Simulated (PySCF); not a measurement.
**Ho(NH2)3 at several levels of theory**

Computed with PySCF 2.14.0 (density fitting, no spin-orbit coupling) at the geometry relaxed with B3LYP:

```xyz
10
Ho(NH2)3 (singlet in the valence; each metal's 4f electrons, 10 of them, lie in its core potential, out of spins and levels)
Ho    0.0093   -0.0042   -0.0378
N     2.1713   -0.0051    0.2156
H     2.7764    0.8109    0.3369
H     2.8023   -0.8099    0.2436
N    -1.0834    1.8771   -0.0015
H    -0.7000    2.8189    0.1090
H    -2.0948    2.0095   -0.0791
N    -1.0807   -1.8779   -0.2309
H    -0.7068   -2.8299   -0.2353
H    -2.0936   -1.9893   -0.3204
```

```csv
level,basis,state,HOMO (eV),gap (eV),charge on Ho1 (e),population of f-type functions on Ho1 (polarisation alone where 4f lies in the core),dipole about the centre of mass (D),largest force component (eV/Å)
B3LYP,"Ho lcecp-1-SVP with ECP56, N def2-SVP, H def2-SVP",singlet,-5.82,4.40,0.83,0.05,0.11,0.01
TPSSh,the same,singlet,-5.28,4.00,0.90,0.05,0.11,0.14
TPSS,the same,singlet,-4.75,3.22,0.83,0.05,0.11,0.26
PBE,the same,singlet,-4.71,2.92,0.71,0.05,0.10,0.42
B3LYP,"Ho lcecp-1-TZVP with ECP56, N def2-TZVP, H def2-TZVP",singlet,-6.02,4.51,1.56,0.05,0.12,0.54
```

In the lcecp rows the 4f levels are missing from HOMO and gap, and the state counts the valence alone.

Charges are Mulliken's, which hang on the basis. The relaxation used the grid (50, 194), these runs (75, 302) or, all-electron (x2c bases, spin-free X2C Hamiltonian), (99, 590).

Question: What does wB97X with Ho lcecp-1-SVP with ECP56, N def2-SVP, H def2-SVP give here?

Answer: state singlet, HOMO (eV) -8.55, gap (eV) 9.05, charge on Ho1 (e) 0.92, population of f-type functions on Ho1 (polarisation alone where 4f lies in the core) 0.05, dipole about the centre of mass (D) 0.12, largest force component (eV/Å) 0.11. Time: 7.3 s on 2 threads of Intel(R) Xeon(R) Platinum 8488C (Sapphire Rapids), with other jobs on the host, from an already converged density.

In the first row's basis the gap widens with exact exchange: 2.9 to 3.2 eV for PBE, TPSS (none); 4.0 to 4.4 eV for TPSSh, B3LYP (a fixed share); 9.1 eV for wB97X (rising or full at long range).

An lcecp potential fixes the number of 4f electrons, so in runs with it no electron can move into or out of that shell.
